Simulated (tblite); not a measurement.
C8H11 (doublet state).
SMILES with atom numbers: `[CH3:1][C:2]([CH3:3])[C:4]1=[CH:5][CH:6]=[CH:7][CH2:8]1` (hydrogens: H9, H10, H11 on C1; H12, H13, H14 on C3; H15 on C5; H16 on C6; H17 on C7; H18, H19 on C8)

The geometry is computed with GFN2-xTB (gas phase). This method treats the open shell by occupation alone, without spin polarisation.

Task: List the bond lengths, angles and torsions at this level.

Result: 
```csv
bond,length (Å)
C1–C2,1.498
C2–C3,1.494
C2–C4,1.365
C4=C5,1.410
C5–C6,1.406
C6=C7,1.359
C7–C8,1.492
C4–C8,1.512
"C1–H9, C1–H10, C1–H11",1.090
"C3–H12, C3–H13, C3–H14",1.089
C5–H15,1.074
C6–H16,1.077
C7–H17,1.074
"C8–H18, C8–H19",1.094
```

Bonds in one row agree within 0.01 Å and their mean is given. A selection of angles:
```csv
angle,degrees
C2–C1–H9,111.5
H9–C1–H10,107.5
H9–C1–H11,108.8
C1–C2–C3,115.6
C1–C2–C4,121.2
C3–C2–C4,123.2
C2–C3–H12,110.3
C2–C3–H13,111.9
H12–C3–H13,108.5
H13–C3–H14,108.7
C2–C4–C5,129.1
C2–C4–C8,124.0
C5–C4–C8,106.9
C4–C5–C6,109.8
C4–C5–H15,125.9
C6–C5–H15,124.3
C5–C6–C7,110.4
C5–C6–H16,124.1
C7–C6–H16,125.6
C6–C7–C8,109.5
C6–C7–H17,127.2
C8–C7–H17,123.2
C7–C8–H18,111.4
C4–C8–C7,103.4
C4–C8–H18,111.7
H18–C8–H19,107.0
```

Torsions: C1–C2–C4–C5 180° (antiperiplanar); C2–C4–C5–C6 180° (antiperiplanar); C4–C5–C6–C7 0° (synperiplanar); C5–C6–C7–C8 0° (synperiplanar); C6–C7–C8–C4 0° (synperiplanar); C2–C4–C8–C7 -179° (antiperiplanar). The mirror-image conformer, all signs reversed, is as good.

C5 (carbon bonded to 2 C and H) is planar (angles 125.9°, 124.3° and 109.8°, sum 360.0°, 0.00 Å off the plane of its three neighbours). The 8 C–C bonds span 1.359 Å (C6=C7, drawn double in a drawing that doesn't fit all lengths) to 1.512 Å (C4–C8, drawn single in a drawing that doesn't fit all lengths), a spread of 0.153 Å. C4 (carbon bonded to 3 C) is planar (angles 129.1°, 124.0° and 106.9°, sum 360.0°, 0.00 Å off the plane of its three neighbours). C6 (carbon bonded to 2 C and H) is planar (angles 125.6°, 124.1° and 110.4°, sum 360.0°, 0.00 Å off the plane of its three neighbours). The 5-membered ring C4–C5–C6–C7–C8 has internal angles of 103.4° to 110.4° (sum 540°, against 540° for a flat polygon); it is planar, 0.00 Å rms from its mean plane, widest ring torsion 0°. C7 (carbon bonded to 2 C and H) is planar (angles 127.2°, 123.2° and 109.5°, sum 360.0°, 0.00 Å off the plane of its three neighbours). C2 (carbon bonded to 3 C) is planar (angles 123.2°, 121.2° and 115.6°, sum 360.0°, 0.01 Å off the plane of its three neighbours).

Its lowest GFN2-xTB frequency is 16i cm⁻¹, too small to tell a flat minimum from a shallow saddle.
